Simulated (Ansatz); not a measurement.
The cluster HfZrO4, relaxed as a singlet with RKS PBE0-D4/def2-SVP in Ansatz, starting from the GFN1-xTB geometry. Force threshold 0.02 eV/Å.

In the def2 sets Hf, Zr take a core potential; there is no spin–orbit coupling. The structure holds one bond between oxygen atoms, so isomers without such links may lie far lower. The restricted singlet is unstable towards broken spin symmetry in Hartree–Fock (as tested in another run); at PBE0-D4/def2-SVP this wasn't settled. Another isomer (singlet) lies 3.50 eV lower at PBE0-D4/def2-TZVP; other spin states weren't run for this one.

Start:

```xyz
6

Hf   -0.080    1.751    0.841
Zr    0.121   -0.822   -0.485
O    -0.496    3.124    1.880
O     0.915    0.875   -0.587
O     0.267   -2.668   -0.352
O    -0.727   -2.261   -1.297
```

```json
{"step": "1", "energy (eV)": "-10758.6203", "largest force component (eV/Å)": "3.013", "SCF passes": "22"}
{"step": "2", "energy (eV)": "-10759.3607", "largest force component (eV/Å)": "0.842", "SCF passes": "29"}
{"step": "3", "energy (eV)": "-10759.4998", "largest force component (eV/Å)": "2.002", "SCF passes": "37"}
{"step": "4", "energy (eV)": "-10759.6546", "largest force component (eV/Å)": "2.314", "SCF passes": "31"}
{"step": "5", "energy (eV)": "-10759.7452", "largest force component (eV/Å)": "3.642", "SCF passes": "35"}
{"step": "6", "energy (eV)": "-10759.9611", "largest force component (eV/Å)": "0.506", "SCF passes": "30"}
{"step": "7", "energy (eV)": "-10760.1022", "largest force component (eV/Å)": "1.057", "SCF passes": "38"}
{"step": "8", "energy (eV)": "-10760.1980", "largest force component (eV/Å)": "0.452", "SCF passes": "30"}
{"step": "9", "energy (eV)": "-10760.2561", "largest force component (eV/Å)": "1.834", "SCF passes": "37"}
{"step": "10", "energy (eV)": "-10760.2995", "largest force component (eV/Å)": "1.708", "SCF passes": "33"}
{"step": "11", "energy (eV)": "-10760.4044", "largest force component (eV/Å)": "1.145", "SCF passes": "32"}
{"step": "12", "energy (eV)": "-10760.4792", "largest force component (eV/Å)": "0.514", "SCF passes": "30"}
{"step": "13", "energy (eV)": "-10760.5161", "largest force component (eV/Å)": "0.403", "SCF passes": "31"}
{"step": "14", "energy (eV)": "-10760.5582", "largest force component (eV/Å)": "0.216", "SCF passes": "30"}
{"step": "15", "energy (eV)": "-10760.6201", "largest force component (eV/Å)": "0.446", "SCF passes": "31"}
{"step": "16", "energy (eV)": "-10760.7404", "largest force component (eV/Å)": "0.735", "SCF passes": "32"}
{"step": "17", "energy (eV)": "-10760.9678", "largest force component (eV/Å)": "1.000", "SCF passes": "32"}
{"step": "18", "energy (eV)": "-10761.3141", "largest force component (eV/Å)": "1.267", "SCF passes": "31"}
{"step": "19", "energy (eV)": "-10761.7283", "largest force component (eV/Å)": "1.241", "SCF passes": "31"}
{"step": "20", "energy (eV)": "-10762.0761", "largest force component (eV/Å)": "0.816", "SCF passes": "30"}
{"step": "21", "energy (eV)": "-10762.2674", "largest force component (eV/Å)": "0.788", "SCF passes": "34"}
{"step": "22", "energy (eV)": "-10762.3161", "largest force component (eV/Å)": "1.667", "SCF passes": "32"}
{"step": "23", "energy (eV)": "-10762.4438", "largest force component (eV/Å)": "0.173", "SCF passes": "29"}
{"step": "24", "energy (eV)": "-10762.4485", "largest force component (eV/Å)": "0.082", "SCF passes": "28"}
{"step": "25", "energy (eV)": "-10762.4493", "largest force component (eV/Å)": "0.007", "SCF passes": "26"}
```

Force components are those of the run's own axes.

End:

```
atom   x (Å)   y (Å)   z (Å)
 Hf1  -0.198   2.491   0.437
 Zr2   0.033  -0.393  -0.069
  O3  -0.156   0.888   1.467
  O4  -0.019   1.344  -1.075
  O5   0.898  -2.118  -0.330
  O6  -0.558  -2.212  -0.431
```

Bonds formed: Zr2–O3 (atoms count from 1).

No frequencies were taken in this run, so the end may be a saddle point.

Run time 49 s (4 threads of Arm Neoverse V1 on a shared host).
